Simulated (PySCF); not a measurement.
AlH7O2Si2. Atoms are numbered in the order given.

```xyz
12

Si     2.4656    -0.6608     0.0000
Si     0.8392     1.0414     0.0000
Al    -1.3639     0.0432     0.0000
O     -2.0781    -0.3154    -1.5043
O     -2.0781    -0.3154     1.5043
H      3.8560    -0.1158     0.0000
H      2.2933    -1.5221     1.2088
H      2.2933    -1.5221    -1.2088
H      1.0537     1.8931    -1.2106
H      1.0537     1.8931     1.2106
H     -2.9180    -0.7351    -1.7069
H     -2.9180    -0.7351     1.7069
```

Geometry optimised at B3LYP-D3(BJ)/def2-SVP. The structure was generated by enumeration; whether it is a known compound was not checked. Other conformers were not sampled.

Computed with TDA-PBE/def2-SVPD (PySCF).

Vertical excitations.  State labels are in the subgroup Cs.

```csv
state,symmetry,energy (eV),λ (nm),f,main pairs
S1,A',5.56,223,0.087,HOMO→LUMO+1 93 %
S2,A',5.76,215,0.279,HOMO→LUMO 85 %
S3,A",5.88,211,0.000,HOMO−3→LUMO 92 %
S4,A',6.00,207,0.001,HOMO−1→LUMO 90 %
S5,A",6.03,206,0.001,"HOMO−2→LUMO 61 %, HOMO−3→LUMO+1 23 %"
S6,A',6.14,202,0.081,HOMO−1→LUMO+1 91 %
S7,A",6.16,201,0.000,"HOMO−2→LUMO+1 82 %, HOMO−3→LUMO+1 16 %"
S8,A",6.25,198,0.000,HOMO→LUMO+2 85 %
S9,A",6.43,193,0.003,HOMO−5→LUMO 81 %
S10,A",6.51,190,0.071,"HOMO−3→LUMO+1 42 %, HOMO−2→LUMO 19 %, HOMO−5→LUMO 14 %, HOMO→LUMO+2 11 %"
T1,A',4.57,271,0,HOMO→LUMO 97 %
T2,A',5.19,239,0,HOMO→LUMO+1 96 %
T3,A',5.46,227,0,HOMO−1→LUMO 96 %
T4,A",5.61,221,0,HOMO−2→LUMO 89 %
```
Triplets are in the Tamm–Dancoff approximation.
